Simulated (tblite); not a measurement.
Parent: `[CH3:1][CH2:2][C@@H:3]1[CH2:4][C@H:5]1[SiH3:6]` with C1–C2–C3–C4 154°, C5H12Si.

Computed geometry: GFN2-xTB, gas phase. One conformer each, not checked by frequencies here.

```
coordinate of the parent    value
                   C1–C2  1.526 Å
                   C2–C3  1.510 Å
                   C3–C4  1.493 Å
                   C4–C5  1.506 Å
                  C5–Si6  1.880 Å
                   C3–C5  1.506 Å
                C1–C2–C3   111.2°
                C2–C3–C4   120.6°
                C2–C3–C5   119.7°
                C4–C3–C5    60.3°
                C3–C4–C5    60.3°
               C4–C5–Si6   120.8°
                C3–C5–C4    59.4°
               C3–C5–Si6   121.1°
```

Task: How does the shared frame change in `[CH3:1][CH2:2][C@@H:3]1[CH2:4][C@@:5]1([SiH3:6])[CH2:7][CH3:8]` with C1–C2–C3–C4 160°, C4–C5–C7–C8 150°, C7H16Si? Atoms pair as C1 = C1, C2 = C2, C3 = C3, C4 = C4, C5 = C5, Si6 = Si6 (parent first).

Result: 
```tsv
parent	relative	value in the relative	change
C1–C2	C1–C2	1.525 Å	-0.001
C2–C3	C2–C3	1.510 Å	0.000
C3–C4	C3–C4	1.495 Å	+0.002
C4–C5	C4–C5	1.510 Å	+0.004
C5–Si6	C5–Si6	1.891 Å	+0.011
C3–C5	C3–C5	1.508 Å	+0.002
C1–C2–C3	C1–C2–C3	111.4°	+0.2
C2–C3–C4	C2–C3–C4	121.1°	+0.5
C2–C3–C5	C2–C3–C5	122.7°	+3.0
C4–C3–C5	C4–C3–C5	60.4°	+0.1
C3–C4–C5	C3–C4–C5	60.2°	-0.1
C4–C5–Si6	C4–C5–Si6	117.8°	-3.0
C3–C5–C4	C3–C5–C4	59.4°	0.0
C3–C5–Si6	C3–C5–Si6	121.3°	+0.2
```

Of the parent's bonds, C5–Si6 changes most (+0.011 Å). Bonds of the relative outside the shared frame: C5–C7 1.519, C7–C8 1.524 Å. Point group C1 → C1.

Task: How does the shared frame change in `[CH3:1][CH2:2][C@@H:3]1[CH2:4][C@@:5]1([SiH3:6])[CH:7]([Cl:8])[Cl:9]` with C1–C2–C3–C4 -87°, C4–C5–C7–Cl8 158°, C6H12Cl2Si? Atoms pair as C1 = C1, C2 = C2, C3 = C3, C4 = C4, C5 = C5, Si6 = Si6 (parent first).

Result: 
```json
{"parent": "C1–C2", "relative": "C1–C2", "value in the relative": "1.526 Å", "change": "0.000"}
{"parent": "C2–C3", "relative": "C2–C3", "value in the relative": "1.509 Å", "change": "-0.001"}
{"parent": "C3–C4", "relative": "C3–C4", "value in the relative": "1.494 Å", "change": "+0.001"}
{"parent": "C4–C5", "relative": "C4–C5", "value in the relative": "1.508 Å", "change": "+0.002"}
{"parent": "C5–Si6", "relative": "C5–Si6", "value in the relative": "1.898 Å", "change": "+0.018"}
{"parent": "C3–C5", "relative": "C3–C5", "value in the relative": "1.507 Å", "change": "+0.001"}
{"parent": "C1–C2–C3", "relative": "C1–C2–C3", "value in the relative": "110.7°", "change": "-0.5"}
{"parent": "C2–C3–C4", "relative": "C2–C3–C4", "value in the relative": "120.8°", "change": "+0.2"}
{"parent": "C2–C3–C5", "relative": "C2–C3–C5", "value in the relative": "121.8°", "change": "+2.1"}
{"parent": "C4–C3–C5", "relative": "C4–C3–C5", "value in the relative": "60.3°", "change": "0.0"}
{"parent": "C3–C4–C5", "relative": "C3–C4–C5", "value in the relative": "60.3°", "change": "0.0"}
{"parent": "C4–C5–Si6", "relative": "C4–C5–Si6", "value in the relative": "120.4°", "change": "-0.4"}
{"parent": "C3–C5–C4", "relative": "C3–C5–C4", "value in the relative": "59.4°", "change": "0.0"}
{"parent": "C3–C5–Si6", "relative": "C3–C5–Si6", "value in the relative": "120.6°", "change": "-0.5"}
```

Of the parent's bonds, C5–Si6 changes most (+0.018 Å). Bonds of the relative outside the shared frame: C5–C7 1.497, C7–Cl8 1.787, C7–Cl9 1.783 Å. Point group C1 → C1.

Task: How does the shared frame change in `[CH3:1][CH2:2][C@@H:3]1[CH2:4][C@:5]1([F:6])[SiH3:7]` with C1–C2–C3–C4 -84°, C5H11FSi? Atoms pair as C1 = C1, C2 = C2, C3 = C3, C4 = C4, C5 = C5, Si6 = Si7 (parent first).

Result: 
```tsv
parent	relative	value in the relative	change
C1–C2	C1–C2	1.526 Å	0.000
C2–C3	C2–C3	1.509 Å	-0.001
C3–C4	C3–C4	1.500 Å	+0.007
C4–C5	C4–C5	1.503 Å	-0.003
C5–Si6	C5–Si7	1.897 Å	+0.017
C3–C5	C3–C5	1.501 Å	-0.005
C1–C2–C3	C1–C2–C3	111.0°	-0.2
C2–C3–C4	C2–C3–C4	120.8°	+0.2
C2–C3–C5	C2–C3–C5	121.3°	+1.6
C4–C3–C5	C4–C3–C5	60.1°	-0.2
C3–C4–C5	C3–C4–C5	60.0°	-0.3
C4–C5–Si6	C4–C5–Si7	124.0°	+3.2
C3–C5–C4	C3–C5–C4	59.9°	+0.5
C3–C5–Si6	C3–C5–Si7	125.5°	+4.4
```

Of the parent's bonds, C5–Si6 changes most (+0.017 Å). Bonds of the relative outside the shared frame: C5–F6 1.388 Å. Point group C1 → C1.

Task: How does the shared frame change in `[CH3:1][CH2:2][O:3][C@@:4]1([SiH3:5])[CH2:6][C@@H:7]1[CH2:8][CH3:9]` with C1–C2–O3–C4 178°, C2–O3–C4–Si5 74°, C6–C7–C8–C9 -161°, C7H16OSi? Atoms pair as C1 = C9, C2 = C8, C3 = C7, C4 = C6, C5 = C4, Si6 = Si5 (parent first).

Result: 
```csv
parent,relative,value in the relative,change
C1–C2,C9–C8,1.526 Å,0.000
C2–C3,C8–C7,1.509 Å,-0.001
C3–C4,C7–C6,1.497 Å,+0.004
C4–C5,C6–C4,1.507 Å,+0.001
C5–Si6,C4–Si5,1.897 Å,+0.017
C3–C5,C7–C4,1.512 Å,+0.006
C1–C2–C3,C9–C8–C7,111.6°,+0.4
C2–C3–C4,C8–C7–C6,121.4°,+0.8
C2–C3–C5,C8–C7–C4,122.0°,+2.3
C4–C3–C5,C6–C7–C4,60.1°,-0.2
C3–C4–C5,C7–C6–C4,60.4°,+0.1
C4–C5–Si6,C6–C4–Si5,119.8°,-1.0
C3–C5–C4,C7–C4–C6,59.4°,0.0
C3–C5–Si6,C7–C4–Si5,123.6°,+2.5
```

Of the parent's bonds, C5–Si6 changes most (+0.017 Å). Bonds of the relative outside the shared frame: C1–C2 1.520, C2–O3 1.410, O3–C4 1.412 Å. Point group C1 → C1.
